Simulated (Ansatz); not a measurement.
One elementary step

Start structure (InHCl2, singlet), relaxed at PBE0-D4/def2-TZVP:

```
4
angstrom
In 1.5004 0.3834 -1.0419
Cl -0.8366 -0.4355 -1.3945
H -0.6661 -0.1463 0.6755
Cl 0.0024 0.1985 1.7609
```

The step: InCl + HCl → InCl + HCl; bonds formed: In1–Cl4, Cl2–H3; bonds broken: In1–Cl2, H3–Cl4. Computed with Ansatz 0.2.0 (basis: def2-TZVPP and def2-QZVPP); correlated methods freeze the cores. Filled d shells of the heavier atoms are correlated. Core potentials replace the inner electrons of the atoms past krypton. The def2 sets are not built for correlating such inner shells, so the correlated values are less sure here. Extrapolation: Hartree–Fock as exp(−7.88 √X), correlation as X^−2.97. Energies below are by CCSD(T) at an estimated basis limit (MP2 extrapolated from triple and quadruple zeta, plus CCSD(T) − MP2 in triple zeta).

(1) What are the electronic barrier and the energy of the step, from the start structure to the end structure? (Judge from chemistry; the value comes from the calculation.)

T1 diagnostic: at most 0.014.

Answers

(1) Computed: Barrier 0.177 eV; step energy 0.000 eV (both ends alike: a degenerate step); reverse barrier, their difference, 0.177 eV. Barrier and step energy count from the start structure, the reverse barrier from the end structure.

The saddle point: One imaginary mode of 203i cm⁻¹.
| pair | start (Å) | saddle (Å) | end (Å) |
| --- | --- | --- | --- |
| In1–Cl4 | 3.18 | 2.73 | 2.50 |
| Cl2–H3 | 2.10 | 1.55 | 1.32 |
| In1–Cl2 | 2.50 | 2.73 | 3.18 |
| H3–Cl4 | 1.32 | 1.56 | 2.10 |

Zero-point energy (harmonic, PBE0-D4): ZPE is 0.247 eV at the start and 0.185 eV at the saddle, so the barrier goes from 0.177 to 0.115 eV.

For scale, one of the runs: CCSD(T)/def2-TZVPP, 148 basis functions, launched by `ansatz run in.yaml --threads 2 --pin off --events-out ev --progress --plain --max-ram 4352MiB`. The run took 31 s on 2 CPU threads of an Arm Neoverse V2 (shared host), with 0.98 GiB of host memory at its peak.
